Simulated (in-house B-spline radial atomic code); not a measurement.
RPA and G0W0 on BHandHLYP: Pb³⁺

Configuration [Xe] 4f14 5d10 6s1, highest spin, mean-field start BHandHLYP. Computed with a B-spline radial code for spherical atoms: all electrons, scalar-relativistic (spin-free one-electron X2C), finite nucleus, each spin shell either full or empty, empty states to l = 9 with an (l + 1/2)⁻⁴ tail; G0W0 by contour deformation at full frequency.

Without the two-electron picture change, the correlation of inner shells comes somewhat too large for so heavy an element.

RPA overbinds a lone outer s electron by self-correlation, and G0W0 tends to as well.

Command:
```bash
python run_gw.py task.json out
```
Settings (radii: box in bohr, nucleus in fm):
```
Z                        82
electrons                79
configuration            [Xe] 4f14 5d10 6s1
hamiltonian              x2c
method                   bhandhlyp
lmax                     9
rms_radius               5.5012
spin_polarised           True
box_radius               14.14
intervals                68
ion_configuration        [Xe] 4f14 5d10
```

Cost of the run: 24 s on 1 thread of Arm Neoverse N1, on a shared host.

Energies (hartree):

| term | value |
| --- | --- |
| mean-field total | -20884.04082 |
| Hartree-Fock functional on these orbitals | -20878.30954 |
| direct second order | -7.8195 |
| second-order exchange | 1.9448 |
| SOSEX correction | 1.8416 |

Question: What is the RPA correlation energy, and what remains with SOSEX?

Answer: RPA gives -6.9444 hartree (-2.39 eV per electron); RPA + SOSEX gives -5.1028, and the second-order doubles -5.8746 hartree (no singles). SOSEX takes back 27 % of the RPA value.

Quasi-particle levels (eV):

```tsv
level	occupied	mean field	Σx - vxc	Σc	QP weight	G0W0
6s up	yes	-39.79	-1.16	?	?	?
5d down	yes	-53.66	-3.66	-0.17	0.950	-57.49
5d up	yes	-54.02	-3.80	0.00	0.917	-57.82
6s down	no	-33.86	4.38	-2.62	0.963	-32.10
```

G0W0 = mean field + (Σx - vxc) + Σc, with Σc (partial-wave tail included) taken at the quasi-particle energy. Only the outer levels were computed. Levels of low weight are left out.

Question: Where does G0W0 put 6s up?

Answer: At -42.90 eV, with Σc = -1.95 eV and a quasi-particle weight of 0.969. The tabulated removal energy is 42.333 eV (NIST, measured); the calculation leaves out spin-orbit coupling, Breit and QED terms, and what these don't explain is the method's own error.

Question: What does it cost to remove one electron (to [Xe] 4f14 5d10) by differences of total energies, each species on its own start (correlation terms add to the Hartree-Fock functional)?

Answer: BHandHLYP 42.25 eV, Hartree-Fock functional 40.56 eV, + RPA 42.68 eV, + RPA + SOSEX 42.07 eV, + second order 43.10 eV. Tabulated: 42.333 eV (NIST, measured); the calculation leaves out spin-orbit coupling, Breit and QED terms, and what these don't explain is the method's own error.
